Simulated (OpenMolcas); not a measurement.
# Tm2+: moving the ligands

Tm2+ with 8 ligands (chloride) in square antiprismatic coordination (D4d) at 2.92 Å, a polar angle of 59.0° against the regular 57.3°. A charge of +0.75 e stands 2.8 Å behind each ligand. Ligand basis ANO-RCC-VDZP.

```
Program             : OpenMolcas
Method              : SS-CASPT2, IPEA 0.25 Eh, imaginary shift 0.1 Eh (closed shells correlated: 5s 5p and the ligand valence shells)
Basis               : ANO-RCC-VDZP [7s6p4d2f1g]
Scalar Hamiltonian  : DKH2, point nucleus
Active space        : 13 electrons in 7 orbitals (4f)
State averaging     : 2S+1 = 2 odd, 7 roots
Spin-orbit coupling : state interaction with AMFI integrals over the reference wave functions
```

Runs around this geometry, states. Energies in cm-1 above the lowest state or level, χT in cm3 K/mol.

| R (Å) | Ground state | First state of that spin | First gap with spin-orbit (degeneracies) | Width of lowest J | χT at 300 K |
| --- | --- | --- | --- | --- | --- |
| 2.85 | 2S+1 = 2 | 130 | 110 (2, 2) | 219 | 2.557 |
| 2.92 | 2S+1 = 2 | 140 | 120 (2, 2) | 225 | 2.557 |
| 3.03 | 2S+1 = 2 | 150 | 130 (2, 2) | 227 | 2.558 |

Over all roots computed the reference weight is 0.58 in R = 2.85, 0.58 to 0.59 in R = 2.92, 0.59 in R = 3.03; a low but even weight reflects the number of correlated electrons. Splittings of an f shell from a small cluster at a set distance can be off by tens of per cent, mostly too small. No measured value stands beside these numbers; the geometry was imposed, not optimised, and the real ion may take another.

A state without a sure symmetry label is named by its multiplicity alone.
